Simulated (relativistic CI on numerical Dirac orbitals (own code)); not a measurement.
# Co²⁺ (3d7) in a crystal field

Calculated by Dirac-Coulomb-Breit CI, orbitals from a KLI potential per configuration, a model potential for QED, valence Slater integrals scaled by 0.85, one configuration in a parametric crystal field (own radial code).

Field parameters in Wybourne normalisation: D3d B²₀ = −7Dσ, B⁴₀ = −14Dq − 21Dτ, B⁴₃ = −14√(10/7) Dq; D4h B²₀ = −7Ds, B⁴₀ = 21(Dq − Dt), B⁴₄ = 21√(5/14) Dq. The field is a parameter set, without covalency.

S and J are read from ⟨S²⟩ = S(S + 1) and ⟨J²⟩ = J(J + 1) of each level; they are not fictitious spins.

D4h, 10Dq = 17950, Ds = -310, Dt = -770 cm⁻¹, the lowest 10 levels:

```tsv
E (cm⁻¹)	Degeneracy	Irrep	S	J
0.0	2	Γ7	0.51	3.98
3481	2	Γ6	1.42	3.62
3692	2	Γ7	1.50	3.50
4996	2	Γ6	0.76	4.06
6273	2	Γ6	1.47	3.88
6544	2	Γ6	1.45	3.51
6718	2	Γ7	1.50	3.18
6962	2	Γ7	1.49	2.91
17006	2	Γ7	0.51	3.88
20536	2	Γ6	0.51	4.63
```

Principal g values of the ground doublet: 2.06, 2.06, 2.23.

D4h, 10Dq = 7250, Ds = 2530, Dt = -290 cm⁻¹, the lowest 16 levels:

```csv
E (cm⁻¹),Degeneracy,Irrep,S,J
0.0,2,Γ6,1.50,3.61
69.6,2,Γ7,1.50,3.50
6572,2,Γ6,1.50,3.69
6632,2,Γ7,1.50,3.61
6654,2,Γ6,1.50,3.50
6704,2,Γ7,1.50,3.47
11264,2,Γ6,1.25,3.89
11509,2,Γ6,1.33,3.81
11758,2,Γ6,1.11,3.92
11874,2,Γ7,1.50,3.23
12190,2,Γ7,1.50,2.65
14646,2,Γ6,1.49,3.55
14731,2,Γ7,1.50,3.35
16742,2,Γ6,0.51,4.60
18497,2,Γ7,0.51,3.97
20329,2,Γ7,0.51,4.13
```

Principal g values of the ground doublet: 2.00, 4.49, 4.49.

D3d, 10Dq = 12400, Dσ = 20, Dτ = 420 cm⁻¹, the lowest 10 levels:

```tsv
E (cm⁻¹)	Degeneracy	Irrep	S	J
0.0	2	Γ4	1.50	4.08
233	2	Γ4	1.50	3.77
500	2	Γ5+Γ6	1.50	3.38
795	2	Γ4	1.50	2.89
4117	2	Γ5+Γ6	1.48	3.50
4219	2	Γ4	1.49	3.37
6897	2	Γ4	0.53	4.00
6993	2	Γ5+Γ6	0.55	4.04
13581	2	Γ4	1.50	3.67
13652	2	Γ5+Γ6	1.49	3.53
```

Principal g values of the ground doublet: 0.50, 0.50, 9.12.

The free-ion ground term has S = 3/2. The field overcomes the spin-pairing energy for D4h, 10Dq = 17950, Ds = -310, Dt = -770 cm⁻¹, where the ground state has lower spin; these fields are assumed values.

Levels of this model without a field, named by their leading LS term: 4F_9/2 0, 4F_7/2 809, 4F_5/2 1400, 4F_3/2 1803, 2G_9/2 16340, 4P_5/2 16454, 4P_3/2 16691, 4P_1/2 17041 cm⁻¹.
